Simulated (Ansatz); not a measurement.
Results of the Gaussian-basis code of Ansatz.

CH₇AlSn (`[CH3][AlH][SnH3]`) at its PBE0-D4/def2-TZVP geometry, where that method's forces vanish. Total charge 0; spin multiplicity 1. Sn takes the def2 core potential.

| atom | x (Å) | y (Å) | z (Å) |
| --- | --- | --- | --- |
| C1 | -0.3404 | 0.8673 | 1.8005 |
| Al2 | -0.9000 | 0.2499 | 0.0364 |
| Sn3 | 0.7890 | -0.9238 | -1.6539 |
| H4 | -0.4997 | 1.9479 | 1.8890 |
| H5 | 0.7076 | 0.6604 | 2.0250 |
| H6 | -0.9550 | 0.4020 | 2.5789 |
| H7 | -2.4116 | 0.4516 | -0.4200 |
| H8 | 0.2867 | -2.5024 | -2.0943 |
| H9 | 2.3781 | -1.0898 | -1.0337 |
| H10 | 0.9453 | -0.0630 | -3.1279 |

(1) For each bond, give half the difference of the two atoms' forces along it (eV/Å; positive pushes the atoms apart) under PBE-D4, r2SCAN-D4, B3LYP-D4, ωB97M-V in def2-TZVPP. (Estimate.)

## Answers

(1) The calculation gave: 
```tsv
bond	length (Å)	PBE-D4	r2SCAN-D4	B3LYP-D4	ωB97M-V
C1–Al2	1.951	0.00	-0.01	0.08	0.06
C1–H4	1.096	0.12	0.00	-0.04	-0.04
C1–H5	1.092	0.10	-0.01	-0.04	-0.04
C1–H6	1.096	0.12	0.00	-0.04	-0.04
Al2–Sn3	2.662	-0.12	-0.04	0.01	-0.01
Al2–H7	1.592	0.06	-0.02	-0.12	-0.13
Sn3–H8	1.714	0.12	0.01	0.05	-0.06
Sn3–H9	1.714	0.11	0.00	0.04	-0.05
Sn3–H10	1.714	0.12	0.01	0.05	-0.06
```

B3LYP here is the variant with VWN-RPA as its local correlation; programs differ in this.
